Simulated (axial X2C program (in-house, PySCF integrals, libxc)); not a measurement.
# Outer orbitals of GaTe at 2.457 Å, r2SCAN

All values were computed with an in-house all-electron X2C program for linear molecules (integrals from PySCF). Spin-free means the one-electron spin-free X2C Hamiltonian; two-component (2c) means X2C with spin–orbit coupling and atomic mean-field two-electron Coulomb and Gaunt terms, so the difference of the two also holds small scalar two-electron terms. Basis: Te dyall-cv3z [11s12p8d4f1g], Ga dyall-cv3z [9s9p7d4f1g] (cores contracted in-house); Gaussian nuclei, density fitting, unrestricted open shells. Masses: Te 129.906 u, Ga 68.926 u.

The distance is close to the 2c PBE0 minimum; the highest filled and lowest empty levels are listed.

Spin-free orbitals, state M_S = 1/2, Λ = 0 (beyond evenly filled blocks: σα) (Löwdin shares):

```tsv
symmetry	occupied	ε (eV)	atomic character
σα	yes	-20.68	98% Ga d
δ-α	yes	-20.57	100% Ga d
δ+α	yes	-20.57	100% Ga d
π-α	yes	-20.56	100% Ga d
π+α	yes	-20.56	100% Ga d
σβ	yes	-20.55	99% Ga d
δ-β	yes	-20.54	100% Ga d
δ+β	yes	-20.54	100% Ga d
π-β	yes	-20.50	100% Ga d
π+β	yes	-20.50	100% Ga d
σα	yes	-15.58	72% Te s, 11% Ga s, 9% Ga p
σβ	yes	-15.00	72% Te s, 12% Ga s, 10% Ga p
σα	yes	-10.35	58% Ga s, 29% Te p, 8% Te s
σβ	yes	-9.67	58% Ga s, 28% Te p, 9% Te s
σα	yes	-6.54	44% Te p, 38% Ga p, 15% Ga s
π-α	yes	-5.84	79% Te p, 16% Ga p, 4% Ga d
π+α	yes	-5.84	79% Te p, 16% Ga p, 4% Ga d
π-β	yes	-5.69	78% Te p, 16% Ga p, 4% Ga d
π+β	yes	-5.69	78% Te p, 16% Ga p, 4% Ga d
σβ	no	-4.94	44% Te p, 35% Ga p, 17% Ga s
π-α	no	-2.48	76% Ga p, 13% Te p, 6% Te d
π+α	no	-2.48	76% Ga p, 13% Te p, 6% Te d
π-β	no	-2.20	76% Ga p, 15% Te p, 6% Te d
π+β	no	-2.20	76% Ga p, 15% Te p, 6% Te d
```

Spinors with spin–orbit coupling (state Ω = 1/2):

| ω | occupied | ε (eV) | atomic character | λ mixture |
| --- | --- | --- | --- | --- |
| 1/2 | yes | -20.80 | 99% Ga d | 61% σ, 39% π |
| -3/2 | yes | -20.77 | 100% Ga d | 85% δ, 15% π |
| -1/2 | yes | -20.77 | 100% Ga d | 61% π, 39% σ |
| 3/2 | yes | -20.76 | 100% Ga d | 79% δ, 21% π |
| 1/2 | yes | -20.39 | 99% Ga d | 61% π, 39% σ |
| 5/2 | yes | -20.37 | 100% Ga d | 100% δ |
| -1/2 | yes | -20.36 | 99% Ga d | 61% σ, 39% π |
| 3/2 | yes | -20.36 | 100% Ga d | 79% π, 21% δ |
| -5/2 | yes | -20.35 | 100% Ga d | 100% δ |
| -3/2 | yes | -20.32 | 100% Ga d | 85% π, 15% δ |
| 1/2 | yes | -15.56 | 72% Te s, 11% Ga s, 9% Ga p | 100% σ |
| -1/2 | yes | -15.03 | 72% Te s, 12% Ga s, 10% Ga p | 100% σ |
| 1/2 | yes | -10.31 | 58% Ga s, 29% Te p, 8% Te s | 100% σ |
| -1/2 | yes | -9.68 | 57% Ga s, 28% Te p, 9% Te s | 100% σ |
| 1/2 | yes | -6.57 | 48% Te p, 34% Ga p, 14% Ga s | 88% σ, 12% π |
| -1/2 | yes | -6.10 | 80% Te p, 14% Ga p, 4% Ga d | 95% π, 5% σ |
| 1/2 | yes | -5.85 | 75% Te p, 19% Ga p, 4% Ga d | 88% π, 12% σ |
| 3/2 | yes | -5.63 | 78% Te p, 18% Ga p, 4% Ga d | 100% π |
| -3/2 | yes | -5.52 | 77% Te p, 18% Ga p, 4% Ga d | 100% π |
| -1/2 | no | -4.93 | 44% Te p, 35% Ga p, 16% Ga s | 95% σ, 5% π |
| -1/2 | no | -2.51 | 78% Ga p, 12% Te p, 6% Te d | 100% π |
| 3/2 | no | -2.36 | 75% Ga p, 14% Te p, 6% Te d | 100% π |
| 1/2 | no | -2.28 | 78% Ga p, 13% Te p, 6% Te d | 100% π |

Question: How does the gap between the highest filled and lowest empty level change from the spin-free to the 2c table?

Answer: From 0.75 to 0.59 eV at r2SCAN, a change of -0.16 eV.

Mulliken charges and populations of the two-component result (they depend on the basis, above all on diffuse functions):

Te -0.24 e (s 9.95 p 22.25 d 20.03 f 0.01), Ga 0.24 e (s 7.73 p 12.96 d 10.06 f 0.01). ⟨Lz⟩ = 0.04 ħ and ⟨Sz⟩ = 0.46 ħ (0.25 and 0.21 on the two atoms), which add up to Ω.

Density functionals use the spin component along the axis (collinear). The state is one determinant with fixed occupations, lowest in a PBE0 search at one distance only: followed along the bond, the 2c determinant Ω = 3/2 reaches 0.05 eV lower at PBE0, at Re = 2.666 Å, so the state shown is not the lowest.
